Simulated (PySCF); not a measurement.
# Dipole moment and polarisability of `COS(=O)(=O)c1ccccc1`

Compound: C7H8O3S.
SMILES with atom numbers: `[CH3:1][O:2][S:3](=[O:4])(=[O:5])[c:6]1[cH:7][cH:8][cH:9][cH:10][cH:11]1` (hydrogens: H12, H13, H14 on C1; H15 on C7; H16 on C8; H17 on C9; H18 on C10; H19 on C11)

Cartesian coordinates in Å at the PBE0-D3(BJ)/def2-SVP level; atoms count from 1:
```xyz
19
C7H8O3S angstrom
C      3.506    0.506    0.070
O      2.092    0.494    0.237
S      1.327   -0.719   -0.532
O      1.530   -0.548   -1.960
O      1.685   -1.969    0.116
C     -0.322   -0.269   -0.101
C     -0.888   -0.817    1.047
C     -2.191   -0.458    1.382
C     -2.899    0.432    0.575
C     -2.316    0.966   -0.575
C     -1.016    0.615   -0.925
H      3.954   -0.413    0.479
H      3.771    0.610   -0.993
H      3.869    1.376    0.630
H     -0.311   -1.521    1.649
H     -2.657   -0.879    2.276
H     -3.922    0.709    0.842
H     -2.880    1.656   -1.207
H     -0.537    1.003   -1.826
```

Level: CAM-B3LYP/def2-SVPD (PySCF), static field, nuclei fixed, core orbitals frozen in the response. The polarisability tensor in these axes (au):

```
x   137.95 -10.57 -10.21
y   -10.57  90.93 -12.94
z   -10.21 -12.94 100.60
```

Problem. Give the principal values, the mean and the anisotropy Δα = √{½[(α1 − α2)² + (α2 − α3)² + (α1 − α3)²]}.

Solution. Principal values 78.40, 109.42 and 141.64 au; mean 109.82 au = 16.27 Å³ = 18.11 × 10⁻⁴⁰ C²·m²/J; Δα = 54.77 au (50 % of the mean).

Problem. What is the dipole moment, and where does it point?

Solution. (-2.00, 2.66, 1.89) D, 3.83 D in size, pointing from the negative to the positive side. Measured along this direction, the outermost atoms are O5, O4 and H12 at the negative end and H17 at the positive end.

Problem. Sum over states: ᾱ = Σ f/ω², ω in Eh. What share falls to these 10 lowest TDDFT singlets (eV, f)? 5.37, 0.0138; 6.02, 0.0836; 6.72, 0.0048; 6.92, 0.5267; 7.00, 0.3740; 7.16, 0.2935; 7.40, 0.0089; 7.51, 0.0014; 7.65, 0.0012; 7.67, 0.0110.

Solution. They add up to 20.47 au, 18.6 % of the 109.82 au; the largest single term is 8.14 au, from the state at 6.92 eV. Terms in order: 0.35, 1.71, 0.08, 8.14, 5.66, 4.24, 0.12, 0.02, 0.02, 0.14 au. Higher excitations give the rest. The strengths listed sum to 1.319.

Problem. Estimate the molar refractivity from the static electronic polarisability.

Solution. Lorentz–Lorenz: R = (4π/3)N_A α = 2.5225 cm³/(mol·Å³) × 16.27 Å³ = 41.1 cm³/mol, in the limit of long wavelengths.

Problem. What are the principal values of the traceless quadrupole moment, Θ = ½Σq(3rr − r²1), about the centre of nuclear charge?

Solution. -15.13, -3.01, 18.14 D·Å. The values depend on the origin, since the dipole doesn't vanish. The electronic extent ⟨r²⟩ about the same centre is 1977 bohr², a root-mean-square distance of 2.48 Å for the 90 electrons.

Problem. Orientational against electronic polarisability at 400 K (dilute gas, rigid molecules)?

Solution. In Gaussian units μ²/3kT = 88.38 Å³ against 16.27 Å³, a ratio of 5.43; the Debye molar polarisation (4π/3)N_A(α + μ²/3kT) is 264.0 cm³/mol, leaving out the vibrational part.

Problem. Rayleigh depolarisation ratio (linearly polarised light, static tensor)?

Solution. ρ = 3Δα²/(45ᾱ² + 4Δα²) = 8999.2/(542744 + 11999.0) = 0.0162.

Geometry: PBE0-D3(BJ)/def2-SVP, one conformer, isolated molecule.

These values come from a run that also computed excited states. Time: 42 s wall, 99 s CPU (grids of density and orbitals included); peak memory 2.0 GiB. Hardware: AMD EPYC 9R45, 2 threads, no GPU, shared host with 96 logical CPUs at a one-minute load of 16.
